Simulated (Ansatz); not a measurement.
Cartesian coordinates in Å:
```
N 0.304 0.045 -2.013
Si -0.320 0.091 -0.442
S -2.098 1.243 -0.599
C 0.687 0.288 1.114
B 0.273 -1.247 1.223
O -0.482 -1.510 0.108
H 0.231 0.812 -2.657
H 0.886 -0.705 -2.344
H -2.059 1.657 0.677
H 0.317 0.939 1.907
H 1.755 0.475 0.987
H 0.506 -2.088 2.040
```

Total charge 0; spin multiplicity 1.

Q: List the CAM-B3LYP/def2-TZVPP orbital energies in eV (Ansatz 0.2.0). (Estimate.)

A: The calculation gave: Occupied: -2419.73, -1802.13, -522.55, -391.28, -278.01, -217.80, -186.28, -162.38, -162.29, -162.19, -146.50, -101.87, -101.86, -101.79, -29.86, -25.71, -22.29, -21.12, -16.67, -15.86, -15.13, -14.43, -13.58, -12.99, -12.58, -11.85, -11.30, -10.49, -9.89, -9.06, -8.87. Lowest empty: 0.84, 1.11, 1.79, 2.22, 2.37, 2.77, 3.18, 3.22.
